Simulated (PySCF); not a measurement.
AlCl3: umbrella curve

These are results of r2SCAN/[Al def2-TZVP, Cl def2-TZVP], no relativity, density fitting, PySCF, not measurements.

Rigid scan from the singlet minimum (Al–Cl 2.071 Å (×3); Cl–Al–Cl 120.0° (×3)). Coordinate: angle between each bond and the threefold axis, bonds fixed. Energies in kJ/mol from the minimum.

```tsv
angle of the bonds to the threefold axis (°)	E (kJ/mol)	dipole size (D)
55	320.8	4.74
60	215.4	4.12
65	140.7	3.49
70	86.4	2.84
75	47.3	2.16
80	20.7	1.45
85	5.1	0.73
90	0.0	0.00
```
